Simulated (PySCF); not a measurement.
**From a computed spectrum to the compound**

A species of 8 atoms with charge 0 has these harmonic modes (PBE0, small Gaussian bases with core potentials, PySCF 2.14.0):

```json
{"cm⁻¹": "44", "km/mol": "0.0", "symmetry": "a2"}
{"cm⁻¹": "135", "km/mol": "2.7", "symmetry": "e"}
{"cm⁻¹": "135", "km/mol": "2.7", "symmetry": "e"}
{"cm⁻¹": "222", "km/mol": "563.4", "symmetry": "a1"}
{"cm⁻¹": "333", "km/mol": "322.8", "symmetry": "a1"}
{"cm⁻¹": "526", "km/mol": "1.0", "symmetry": "e"}
{"cm⁻¹": "526", "km/mol": "1.0", "symmetry": "e"}
{"cm⁻¹": "558", "km/mol": "152.8", "symmetry": "e"}
{"cm⁻¹": "558", "km/mol": "152.8", "symmetry": "e"}
{"cm⁻¹": "1208", "km/mol": "174.8", "symmetry": "a1"}
{"cm⁻¹": "1392", "km/mol": "931.3", "symmetry": "e"}
{"cm⁻¹": "1392", "km/mol": "931.3", "symmetry": "e"}
{"cm⁻¹": "1462", "km/mol": "30.5", "symmetry": "a1"}
{"cm⁻¹": "1622", "km/mol": "30.0", "symmetry": "e"}
{"cm⁻¹": "1622", "km/mol": "30.0", "symmetry": "e"}
{"cm⁻¹": "3483", "km/mol": "28.9", "symmetry": "a1"}
{"cm⁻¹": "3606", "km/mol": "50.5", "symmetry": "e"}
{"cm⁻¹": "3606", "km/mol": "50.5", "symmetry": "e"}
```

(1) Which species is it, and in which structure?

## Answers

(1) HoH3(NH3) (singlet in the valence; each metal's 4f electrons, 10 of them, lie in its core potential, out of spins and levels):
```xyz
8

Ho    0.1327   -0.1327    0.1327
H     1.0830    1.3804    1.0830
H    -1.3804   -1.0830    1.0830
H     1.0830   -1.0830   -1.3804
N    -1.2922    1.2922   -1.2922
H    -1.9019    1.9019   -0.7425
H    -0.7425    1.9019   -1.9019
H    -1.9019    0.7425   -1.9019
```
Ideal gas at 298.15 K and 1 bar: S = 345.3 J/(mol K), Cp = 93.8 J/(mol K), H − H(0 K) = 20.2 kJ/mol (rigid rotor, harmonic modes, spin degeneracy alone, that of the 4f electrons in the core included; the modes under 60 cm⁻¹ make these uncertain). An lcecp potential fixes the number of 4f electrons, so in runs with it no electron can move into or out of that shell.
 Other answers can fit too; this one was computed.
